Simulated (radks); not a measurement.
Species: Pm3+. Configuration: [Xe] 4f1 6s1 6p2 (not the ground configuration). All-electron calculation, Dirac Kohn-Sham, PBE, spin-unpolarised, spherical densities, finite nucleus; open shells are shared between the two j in proportion to 2j + 1; Fermi nuclear charge, rms radius 4.962 fm. Program: a radial shooting solver on a logarithmic mesh with Libxc functionals.

Unscreened Slater integrals over Kohn-Sham orbitals (cm^-1). Large and small components are both included.

\begin{tabular}{lr}
integral & value \\ \hline
F0(6p3/2,6p3/2) & 60076 \\
F2(6p3/2,6p3/2) & 33346 \\
F0(6p3/2,6p1/2) & 61058 \\
G2(6p3/2,6p1/2) & 33662 \\
F0(6p3/2,6s1/2) & 63958 \\
G1(6p3/2,6s1/2) & 41444 \\
F0(6p3/2,4f7/2) & 78677 \\
F2(6p3/2,4f7/2) & 12556 \\
G2(6p3/2,4f7/2) & 3162.3 \\
G4(6p3/2,4f7/2) & 2985.5 \\
F0(6p1/2,6p1/2) & 62120 \\
F0(6p1/2,6s1/2) & 65269 \\
G1(6p1/2,6s1/2) & 44233 \\
F0(6p1/2,4f7/2) & 81134 \\
G4(6p1/2,4f7/2) & 3185.4 \\
F0(6s1/2,6s1/2) & 69236 \\
F0(6s1/2,4f7/2) & 89619 \\
G3(6s1/2,4f7/2) & 3933.0 \\
F0(4f7/2,4f7/2) & 253370 \\
F2(4f7/2,4f7/2) & 124680 \\
F4(4f7/2,4f7/2) & 79131 \\
F6(4f7/2,4f7/2) & 57195 \\
\end{tabular}
